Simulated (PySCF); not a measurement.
C₆ coefficients of unlike pairs at UHF

Calculated with PySCF 2.14 from the dipole response of each species, C₆(A,B) = (3/π) ∫ α_A(iu) α_B(iu) du, in atomic units, from isotropic polarisabilities. For ions this is the dispersion term alone; charge-induced terms of lower order in 1/R come first.

| species | configuration | basis | relativity | α (bohr³) | C₆ (like pair) |
| --- | --- | --- | --- | --- | --- |
| Mn²⁺ | [Ar] 3d5 (6S) | aug-cc-pVDZ (7s6p4d2f) | none | 3.174 | 8.943 |
| Mg | [Ne] 3s2 (1S) | dyall-av2z (14s10p4d) | none | 81.51 | 766.1 |
| In³⁺ | [Kr] 4d10 (1S) | x2c-QZVPPall with one added diffuse shell each of s, p, d, f type (14s10p8d5f1g) | spin-free X2C | 3.193 | 13.87 |
| O²⁺ | [He] 2s2 2p2 (3P) | aug-cc-pVTZ-DK (5s4p3d2f) | spin-free X2C | 1.794 | 2.351 |

(1) Estimate C₆ for Mg with Mn²⁺.

No spin-orbit coupling is included.

The other pairs:

```json
{"pair": "In³⁺, Mg", "C₆": "57.00"}
{"pair": "O²⁺, In³⁺", "C₆": "5.550"}
{"pair": "O²⁺, Mg", "C₆": "29.23"}
{"pair": "In³⁺, Mn²⁺", "C₆": "11.02"}
{"pair": "O²⁺, Mn²⁺", "C₆": "4.563"}
```

## Answers

(1) The integral gives 53.18. The combination rule 2 C_A C_B / (C_A α_B/α_A + C_B α_A/α_B) gives 52.81 and the geometric mean 82.77.
